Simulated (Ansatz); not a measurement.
Consider the formal exchange of groups at a C–S bond: `C[S][Cd][F]` + `[SiH3]/N=C/Cl` → `C/C(Cl)=N\[SiH3]` + `[F][Cd][SH]`.

Calculated with Ansatz (gas phase, PBE0-D4/def2-TZVP geometries, no zero-point term in ΔE). CBS: MP2 limit from def2 TZ/QZ plus the TZ coupled-cluster correction, frozen cores. Double bonds are as drawn, so ΔE can hold a change between cis and trans. Functionals use def2-TZVPP. def2 core potentials past Kr. For Cd outer-core shells are correlated without core-valence functions, which leaves a few kJ/mol of doubt a bond. One conformer a species, not always the lowest.

| level | ΔE (kJ/mol) | difference from CCSD(T)/CBS |
| --- | --- | --- |
| CAM-B3LYP-D4 | -50.7 | -2.1 |
| ωB97X-V | -49.1 | -0.5 |
| B2PLYP | -45.7 | 2.9 |
| PBE-QIDH | -50.1 | -1.5 |
| CCSD/def2-SVP | -55.0 | -6.4 |
| MP2/def2-TZVPP | -49.1 | -0.5 |
| SCS-MP2/def2-TZVPP | -46.4 | 2.2 |
| CCSD(T)/def2-TZVPP | -48.7 | -0.1 |
| HF/def2-QZVPP | -48.6 | 0.0 |
| MP2/CBS(def2) | -49.0 | -0.4 |
| CCSD(T)/CBS | -48.6 | 0 |

Largest T1 diagnostic among the species: 0.016.

From PBE to PBE0 (25 % exact exchange), in def2-TZVPP and without D4, ΔE moves by −3.9 kJ/mol. At CCSD(T), def2-SVP lies −6.4 kJ/mol from the extrapolated value and def2-TZVPP −0.1 kJ/mol.
